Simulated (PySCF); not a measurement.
A species of formula C6H13P has this rotational fingerprint, computed with CAM-B3LYP/def2-SVPD in PySCF (dipole) on a GFN2-xTB geometry, gas phase:

```
Rotational constants : A = 2660, B = 1779, C = 1497 MHz
Dipole components    : |μa| = 2.39 D, |μb| = 0.47 D, |μc| = 2.45 D
Inertial defect      : -136.52 u·Å²
κ                    : -0.52
```

Question: Which structure is it? (One computed conformer of each.)
A. `[CH3:1][CH2:2][CH2:3][P:4]1[CH2:5][CH2:6][CH2:7]1` with C1–C2–C3–P4 -179°, C2–C3–P4–C5 -88°, C3–P4–C5–C6 -85°, P4–C5–C6–C7 -13°, C5–C6–C7–P4 13°, C3–P4–C7–C6 86°
B. `[CH3:1]/[CH:2]=[P:3]/[C@H:4]([CH3:5])[CH2:6][CH3:7]` with C2–P3–C4–C5 64°, P3–C4–C6–C7 -61°
C. `[CH3:1][P:2]1[CH2:3][CH2:4][CH2:5][CH2:6][CH2:7]1` with C1–P2–C3–C4 -160°, P2–C3–C4–C5 66°, C3–C4–C5–C6 -62°, C4–C5–C6–C7 62°
D. `[CH2:1]=[P:2][C:3]([CH3:4])([CH3:5])[CH2:6][CH3:7]` with C1–P2–C3–C4 -112°, P2–C3–C6–C7 -66°
E. `[CH3:1][PH:2][CH:3]1[CH2:4][CH2:5][CH2:6][CH2:7]1` with C1–P2–C3–C4 -165°, P2–C3–C4–C5 -158°, C3–C4–C5–C6 42°, C4–C5–C6–C7 -31°, C5–C6–C7–C3 8°
F. `[CH2:1]=[C:2]([CH3:3])[P:4](=[CH2:5])([CH3:6])[CH3:7]` with C1–C2–P4–C5 -97°

Answer: F. It is C=C(C)P(=C)(C)C, an asymmetric top, point group C1. The candidates at the same level (rigid rotor, commonest isotopes):

| SMILES | A (MHz) | B (MHz) | C (MHz) | μa (D) | μb (D) | μc (D) | Δ (u·Å²) | point group | rotor |
| --- | --- | --- | --- | --- | --- | --- | --- | --- | --- |
| CPC1CCCC1 | 4641 | 1271 | 1109 | 0.42 | 0.47 | 1.14 | -50.98 | C1 | near-prolate asymmetric top |
| C=C(C)P(=C)(C)C | 2660 | 1779 | 1497 | 2.39 | 0.47 | 2.45 | -136.52 | C1 | asymmetric top |
| C=PC(C)(C)CC | 2494 | 1778 | 1505 | 0.79 | 0.48 | 0.92 | -151.13 | C1 | asymmetric top |
| CCCP1CCC1 | 4483 | 1127 | 1101 | 0.07 | 1.03 | 0.74 | -102.38 | C1 | near-prolate asymmetric top |
| CP1CCCCC1 | 3576 | 1764 | 1369 | 0.36 | 0.00 | 1.18 | -58.53 | Cs | asymmetric top |
| C/C=P/[C@H](C)CC | 2813 | 1378 | 1146 | 0.36 | 0.19 | 1.27 | -105.29 | C1 | asymmetric top |

`C/C=P/[C@H](C)CC` has C 23 % too low; `CP1CCCCC1` has A 34 % too high; `CCCP1CCC1` has A 69 % too high; `CPC1CCCC1` has A 74 % too high; `C=PC(C)(C)CC` has A 6 % too low. No structure here is proved a minimum.
